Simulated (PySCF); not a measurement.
# Au³⁵⁺: ionisation energy

Au³⁵⁺ [Kr] 4d8 [4d3/2^4 4d5/2^4, M_J = 4] → Au³⁶⁺ [Kr] 4d7 [4d3/2^4 4d5/2^3, M_J = 9/2], as a difference of total energies. All numbers are calculated (PySCF 2.14, the two-component X2C-1e Hamiltonian, in an uncontracted even-tempered set (17 s from 3.7 bohr⁻², ratio 2.8; 14 p from 4.8 bohr⁻², ratio 2.8; 9 d from 4.8 bohr⁻², ratio 2.8; 3 f from 22 bohr⁻², ratio 3)). Correlated levels: [Ar] 3d10 frozen; the 92 highest virtual spinors dropped. "Screened" scales the spin-orbit matrix elements by Boettger's factors to mimic the two-electron term; Breit and QED terms are absent.

| method | ionisation energy (eV) |
| --- | --- |
| GHF (spin-free) | 1591.8 |
| GMP2 (spin-free) | 1592.2 |
| GHF (screened spin-orbit) | 1582.8 |
| GMP2 (screened spin-orbit) | 1583.2 |

Breit and QED terms and the two-electron picture change are absent.

The spin-free rows relax to the high-spin LS determinant and lack the spin-orbit shift.

The labels give the starting determinants; with spin-orbit coupling the two ends relaxed to ⟨J²⟩ = 20.00, ⟨L²⟩ = 13.10, ⟨S²⟩ = 1.87 and ⟨J²⟩ = 24.75, ⟨L²⟩ = 15.78, ⟨S²⟩ = 2.66.

For comparison: 1584 ± 5 eV (theoretical estimate listed by NIST; NIST Atomic Spectra Database, ionization energies).
